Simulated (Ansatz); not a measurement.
Compare A (`F[C@H]1B[C@@H]1F`) with its isomer B (`C=CB(F)F`).

Gas-phase electronic energies from Ansatz, PBE0-D4/def2-TZVP geometries. CCSD(T)/CBS adds triple-zeta CCSD(T) − MP2 to the extrapolated MP2 energy (def2 sets, frozen cores). DFT in def2-TZVPP. B3LYP here is the variant with VWN-RPA as its local correlation; programs differ in this. One conformer a species, not always the lowest.

Problem. Which is lower in electronic energy at CCSD(T)/CBS, and by how much? (An estimate is asked.)

Solution. Computed: B, by 579.1 kJ/mol.

Problem. Give E(B) − E(A) in kJ/mol with B3LYP-D4, MP2/def2-TZVPP, ωB97M-V, B2PLYP, PBE0-D4, CCSD/def2-TZVPP, B3LYP. (Estimate.)

Solution. The calculation gave: B3LYP-D4 -567.6, MP2/def2-TZVPP -588.0, ωB97M-V -558.5, B2PLYP -577.7, PBE0-D4 -543.5, CCSD/def2-TZVPP -582.5, B3LYP -566.4. None reverses the order clearly.

Problem. Does the order hold for the free energy at 298.15 K (harmonic terms from PBE0-D4)? (An estimate is asked.)

Solution. The calculation gave: Yes: G(B) − G(A) = -571.9 kJ/mol, for one conformer each.

Largest T1 diagnostic: 0.013.

In def2-TZVPP, CCSD(T) changes the Hartree–Fock value by +17.4 kJ/mol (the triples alone add +0.5 kJ/mol) and MP2 by +11.3 kJ/mol. From r2SCAN to r2SCAN0 (25 % exact exchange), in def2-TZVPP and without D4, E(B) − E(A) moves by −4.5 kJ/mol.
